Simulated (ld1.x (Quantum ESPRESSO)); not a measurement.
Which change was made? (Sb, TM semilocal)

```
Element                 : Sb
Generator               : ld1.x (Quantum ESPRESSO) 7.5
Type                    : norm-conserving Troullier–Martins (semilocal form)
Functional              : LDA (PZ)
Relativity              : scalar-relativistic
Frozen core             : [Ar] 3d10 4s2
Valence charge          : 21
Reference configuration : 4p6 4d10 5s2 5p3
Partial waves           : 4p (bound): rc 1.50 bohr; 4d (bound): rc 1.65 bohr; 5s (bound): rc 1.80 bohr
Local potential         : the s channel
Core correction         : none
```

Occupied shells without a wave of their own: 5p. They enter only through the test configuration that unscreens the potential.

Cutoffs, loose and tight: the cutoffs (Ry, on a coarse ladder) from which the occupation-weighted sum of valence levels, in a spherical-Bessel basis at the reference potential, stays within 10 and 1 mRy of its value at 400 Ry. They do not see the model core or the augmentation charge, which bear on the density cutoff. Test errors are all-electron minus pseudo excitation energies from the reference, over the configurations 4p6 4d10 5s2 5p2; 4p6 4d10 5s2 5p1; 4p6 4d10 5s2 5p0; 4p6 4d9 5s2 5p4; 4p6 4d9 5s2 5p3; 4p6 4d10 5s2 5p2.5; 4p6 4d10 5s1 5p0 (two spin-polarised tests are not counted in the largest error); variants that change the core or the reference have their own tests.

The base gives: outcome: generated, misses its reference levels by 0.61 eV; cutoff, loose: 90 Ry; cutoff, tight: 140 Ry; bound ghosts: none; largest test error (meV): -4624.

On the changes marked as counting shells twice: ld1.x takes every shell without a wave as core, so the model core holds the marked electrons as well and exchange and correlation see them twice. This cancels in the reference configuration, but the file is broken for other ones, and its errors say nothing about a proper core correction.

Question: After one change the result is: outcome: generated, misses its reference levels by 0.61 eV; cutoff, loose: 90 Ry; cutoff, tight: 140 Ry; bound ghosts: none; largest test error (meV): -6201. Which change was it?
A. wave 4p (bound): rc 1.50 bohr becomes 4p (bound): rc 1.42 bohr
B. reference 4p6 4d10 5s1.75 5p3.25
C. core [Kr] 4d10, valence charge 5; reference 5s2 5p3; waves now 5p (bound): rc 2.40 bohr; 5s (bound): rc 1.55 bohr; core correction a·sin(br)/r model core inside 1.55 bohr
D. type PAW, which also changes the form from semilocal to separable; waves now 5s (bound): rcut 1.55, rcutus 1.80 bohr; 5s channel at 2.8 Ry: rcut 1.55, rcutus 1.80 bohr; 4p (bound): rcut 1.30, rcutus 1.50 bohr; 5p (bound): rcut 1.30, rcutus 1.50 bohr; 4d (bound): rcut 1.45, rcutus 1.65 bohr; 4d channel at -0.9 Ry: rcut 1.45, rcutus 1.65 bohr; local potential all-electron potential smoothed inside 1.25 bohr (lloc = -1); core correction a·sin(br)/r model core, default radius (ld1.x builds one for every PAW set, though the input has nlcc=.false.); augmentation BESSEL, radius 1.50 bohr
E. core correction a·sin(br)/r model core inside 1.34 bohr (5p counted twice)

Answer: E. The others give: wave 4p (bound): rc 1.50 bohr becomes 4p (bound): rc 1.42 bohr → outcome: generated, misses its reference levels by 0.54 eV; cutoff, loose: 90 Ry; cutoff, tight: 140 Ry; bound ghosts: none; largest test error (meV): -4095 | type PAW, which also changes the form from semilocal to separable; waves now 5s (bound): rcut 1.55, rcutus 1.80 bohr; 5s channel at 2.8 Ry: rcut 1.55, rcutus 1.80 bohr; 4p (bound): rcut 1.30, rcutus 1.50 bohr; 5p (bound): rcut 1.30, rcutus 1.50 bohr; 4d (bound): rcut 1.45, rcutus 1.65 bohr; 4d channel at -0.9 Ry: rcut 1.45, rcutus 1.65 bohr; local potential all-electron potential smoothed inside 1.25 bohr (lloc = -1); core correction a·sin(br)/r model core, default radius (ld1.x builds one for every PAW set, though the input has nlcc=.false.); augmentation BESSEL, radius 1.50 bohr → outcome: generated, overlap not positive; bound ghosts: s (p not tested, overlap not positive); largest test error (meV): +199 | core [Kr] 4d10, valence charge 5; reference 5s2 5p3; waves now 5p (bound): rc 2.40 bohr; 5s (bound): rc 1.55 bohr; core correction a·sin(br)/r model core inside 1.55 bohr → outcome: generated; cutoff, loose: 45 Ry; cutoff, tight: 90 Ry; bound ghosts: none; largest test error (meV): -120 | reference 4p6 4d10 5s1.75 5p3.25 → outcome: generated, misses its reference levels by 0.63 eV; cutoff, loose: 90 Ry; cutoff, tight: 140 Ry; bound ghosts: none; largest test error (meV): -2266. A file whose overlap is not positive is unfit for use, and its test errors describe a broken file. In the semilocal form every listed channel keeps its own potential, so the choice of the local channel does not act on these tests. It acts once the file is put into the separable form.
